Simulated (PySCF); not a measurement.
Species: H9PSi3.
Geometry (GFN2-xTB, Å), atoms numbered from 1 in this order:
```xyz
13
H9PSi3 angstrom
Si    -2.145    0.625   -0.677
Si    -0.756   -1.171   -0.220
P      1.262   -0.830   -1.131
Si     2.117    0.743    0.189
H     -1.712    1.861   -0.017
H     -3.501    0.351   -0.197
H     -2.254    0.926   -2.105
H     -0.604   -1.440    1.221
H     -1.193   -2.450   -0.798
H      1.873   -1.885   -0.493
H      1.837    0.520    1.611
H      3.562    0.747   -0.024
H      1.510    2.003   -0.238
```

Computed, not measured: TDDFT B3LYP/def2-SVPD, vertical, gas phase, core orbitals frozen in the response (PySCF).

Kohn–Sham orbitals with the atoms that hold most of them (Löwdin shares over 4%, at most four atoms; ? is withheld):

| orbital | ε (eV) | atoms |
| --- | --- | --- |
| LUMO+2 | -0.18 | P3 24%, Si2 23%, Si1 13%, Si4 10% |
| LUMO+1 | -0.30 | Si2 29%, Si1 20%, Si4 11%, H9 8% |
| LUMO | -0.54 | ? |
| HOMO | -6.99 | P3 63%, Si2 11%, Si4 11%, H10 6% |
| HOMO-1 | -8.27 | ? |
| HOMO-2 | -8.58 | Si2 22%, P3 19%, Si1 14%, Si4 14% |
| HOMO-3 | -9.44 | Si1 18%, Si2 15%, H7 15%, H8 12% |

Task: Give the leading atoms of the HOMO-1.

Result: Si2 (bonded to P, Si and 2 H) 26%; P3 (bonded to 2 Si and H) 24%; Si1 (bonded to Si and 3 H) 19%; Si4 (bonded to P and 3 H) 8%. By element: silicon 53%, phosphorus 24%.

Task: Give the leading atoms of the LUMO.

Result: Si2 (bonded to P, Si and 2 H) 21%; Si1 (bonded to Si and 3 H) 18%; P3 (bonded to 2 Si and H) 15%; Si4 (bonded to P and 3 H) 10%. By element: silicon 49%, phosphorus 15%.

Task: How does S1 compare with the orbital gap of 6.46 eV?

Result: S1 is at 5.52 eV (f = 0.016), 0.94 eV below the gap, made of HOMO→LUMO (96%). 

Task: One configuration dominates each of S1, S2 and S8. Which, and how do the shares of the two leading atoms of either orbital change from the occupied to the empty one?

Result: 
- S1 (5.52 eV, f 0.016), HOMO→LUMO (96%): P3 63% → 15%, Si2 11% → 21%, Si1 at most 6% → 18%
- S2 (5.74 eV, f 0.0064), HOMO→LUMO+1 (82%): P3 63% → at most 8%, Si2 11% → 29%, Si1 at most 6% → 20%
- S8 (6.94 eV, f 0.034), HOMO-1→LUMO (73%): Si2 26% → 21%, P3 24% → 15%, Si1 19% → 18%

One conformer stands for the species.
